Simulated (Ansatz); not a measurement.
Cost and result for the atomization energy of C3H7FSn (`[CH3][SnH2]/[CH]=C\F`) (12 atoms, 11 bonds).

Cartesian coordinates in Å:
```
C -1.685 -0.790 -0.589
Sn 0.208 0.033 -1.137
C 1.455 0.176 0.585
C 1.072 0.781 1.690
F -0.136 1.363 1.799
H -2.331 -0.870 -1.464
H -1.545 -1.781 -0.157
H -2.157 -0.143 0.149
H 0.014 1.584 -1.830
H 1.019 -0.982 -2.252
H 2.448 -0.261 0.597
H 1.639 0.891 2.609
```

Charge 0, multiplicity 1. Correlated methods include outer-core shells of Sn, which these sets cover unevenly. Sn: def2 effective core potential. All single points use the PBE0-D4/def2-TZVP geometry. It is one conformer, not always the lowest. Program: Ansatz. All runs use 4 threads of an AMD EPYC on a shared host. Times are those of one run each, without the atoms' runs, and a repeat can differ threefold. Electronic energies, without spin–orbit coupling; frozen cores. CCSD(T)/CBS adds CCSD(T) − MP2 in def2-TZVPP to the MP2 limit, and its time is that of the two runs behind it. T1 = 0.012. With those shells the extrapolation isn't a true limit. B3LYP takes the VWN-RPA correlation (the form of Gaussian; ORCA's B3LYP/G).

CCSD(T)/CBS is a level of theory with its own doubt, some kJ/mol a heavy atom from the limit and from the frozen cores, so smaller differences don't rank the functionals.

| level | functions | wall time |
| --- | --- | --- |
| PBE-D4/def2-TZVPP (with forces) | 272 | 5.5 s |
| r2SCAN-D4/def2-TZVPP (with forces) | 272 | 9 s |
| PBE0-D4/def2-TZVPP | 272 | 9 s |
| B2PLYP/def2-TZVPP | 272 | 18 s |
| B3LYP-D4/def2-TZVPP (with forces) | 272 | 23 s |
| ωB97X-V/def2-TZVPP | 272 | 28 s |
| ωB97M-V/def2-TZVPP (with forces) | 272 | 29 s |
| MP2/def2-QZVPP | 520 | 54 s |
| CCSD(T)/def2-TZVPP | 272 | 9.9 min |
| CCSD(T)/CBS(def2) | – | 11 min |

(1) What atomization energy does each give, and how far from CCSD(T)/CBS? (An estimate is asked.)

Answers

(1) Computed: 
```tsv
level	atomization (kJ/mol)	difference from CCSD(T)/CBS	per bond
PBE-D4/def2-TZVPP (with forces)	4346.8	67.2	6.1
r2SCAN-D4/def2-TZVPP (with forces)	4271.4	-8.2	-0.7
PBE0-D4/def2-TZVPP	4272.0	-7.6	-0.7
B2PLYP/def2-TZVPP	4214.2	-65.4	-5.9
B3LYP-D4/def2-TZVPP (with forces)	4257.6	-22.0	-2.0
ωB97X-V/def2-TZVPP	4279.7	0.1	0.0
ωB97M-V/def2-TZVPP (with forces)	4271.7	-7.9	-0.7
MP2/def2-QZVPP	4273.7	-5.9	-0.5
CCSD(T)/def2-TZVPP	4179.4	-100.2	-9.1
CCSD(T)/CBS(def2)	4279.6	0.0	0.0
```

In def2-TZVPP, CCSD(T) changes the Hartree–Fock value by +1076.7 kJ/mol (the triples alone add +66.5 kJ/mol) and MP2 by +1111.7 kJ/mol; breaking electron pairs costs correlation energy, which Hartree–Fock lacks. The D4 term adds +38.4 kJ/mol with B3LYP and +20.3 kJ/mol with PBE0; it sums over pairs of atoms, weighted by their polarisabilities, and B3LYP, whose exchange is more repulsive, gets the larger term. From PBE to PBE0 (25 % exact exchange), in def2-TZVPP and without D4, the atomization energy moves by −71.3 kJ/mol: exact exchange takes away binding that semilocal exchange gives to molecules.

Spin–orbit coupling would lower the free Sn atoms strongly, and the atomization energy with them, by more than many differences here. For some Ge, Se and Sn compounds the MP2-based and the directly extrapolated limit differ by 10 to 25 kJ/mol.
